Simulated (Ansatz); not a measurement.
C2H5BrOSi, SMILES `BrC1CO[SiH2]1`. Charge 0, multiplicity 1. All single points use the PBE0-D4/def2-TZVP geometry.

```xyz
10

Br   -1.649    1.837   -0.392
C    -0.456    0.574    0.455
C    -0.699   -0.906    0.088
O     0.576   -1.271   -0.486
Si    1.216    0.263   -0.355
H    -0.491    0.779    1.521
H    -1.496   -1.034   -0.646
H    -0.903   -1.530    0.962
H     1.471    0.950   -1.645
H     2.432    0.338    0.497
```

Q: What is the dipole moment at PBE/def2-TZVPP? (Estimate.)

A: The calculation gave: 1.24 D, with components (0.44, -0.09, 1.16) D in this frame, pointing from negative to positive charge.

Q: And with r2SCAN, B3LYP, ωB97M-V? (An estimate is asked.)

A: Ansatz gave: r2SCAN 1.32 D, B3LYP 1.31 D, ωB97M-V 1.30 D.

Q: Give the Mulliken charges with PBE, ωB97M-V, r2SCAN in def2-TZVPP. (Estimate.)

A: The calculation gave: 
| atom | PBE | ωB97M-V | r2SCAN |
| --- | --- | --- | --- |
| Br1 | -0.13 | -0.09 | -0.14 |
| C2 | -0.14 | -0.27 | -0.15 |
| C3 | 0.05 | 0.04 | 0.16 |
| O4 | -0.34 | -0.40 | -0.43 |
| Si5 | 0.42 | 0.44 | 0.53 |
| H6 | 0.12 | 0.15 | 0.10 |
| H7 | 0.09 | 0.11 | 0.06 |
| H8 | 0.07 | 0.10 | 0.04 |
| H9 | -0.06 | -0.03 | -0.08 |
| H10 | -0.08 | -0.04 | -0.09 |

B3LYP here is the variant with VWN-RPA as its local correlation; programs differ in this.
